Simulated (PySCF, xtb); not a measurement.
C4H4Cl2, SMILES C(=C(Cl)CCl)=C. One conformer was computed; it need not be the lowest.

Harmonic wavenumbers (cm⁻¹) from xtb with GFN2-xTB at its own minimum, in rising order: 42, 121, 149, 263, 304, 455, 488, 576, 618, 703, 870, 882, 953, 1013, 1125, 1209, 1284, 1404, 1427, 2068, 2987, 2994, 3072, 3080.

What does PBE-D3(BJ)/def2-SVP (PySCF 2.14.0) give at its own minimum? (Estimate from the structure and the level; the computed values follow.)

62, 140, 157, 268, 330, 487, 513, 579, 633, 716, 848, 863, 950, 1029, 1130, 1211, 1260, 1383, 1410, 2019, 3014, 3046, 3092, 3130. Paired by order, the mean absolute difference is 21 cm⁻¹ and the zero-point energies are 40.2 and 40.4 kcal/mol.
